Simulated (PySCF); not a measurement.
## Low-lying terms of B+ (boron, charge +1)

Ground state [He] 2s2, ¹S. Calculation: PySCF 2.14, in aug-cc-pVDZ with two added diffuse shells each of s, p, d type (6s5p4d, 41 functions); the non-relativistic Hamiltonian (point nucleus). Vertical excitation energies in eV without spin-orbit coupling; excited terms of each kind are numbered among those the solver found. Frozen: nothing.

```
 term  leading excitation  EOM-EE-CCSD  measured centre of gravity (NIST)
1 3P°              2s → p        4.678                       4.631 (2s2p)
1 1P°              2s → p        9.397                       9.100 (2s2p)
 1 3S              2s → s       16.217                      16.090 (2s3s)
2 3P°              2s → p       17.984                                n/a
2 1P°              2s → p       18.037                                n/a
 1 3D              2s → d       18.772                                n/a
 1 1D              2s → d       19.362                                n/a
```

Only the lower part of the computed list is shown. Doubly excited terms such as np² are absent. The solver can miss terms. Rydberg members are limited by the diffuse functions of the basis.
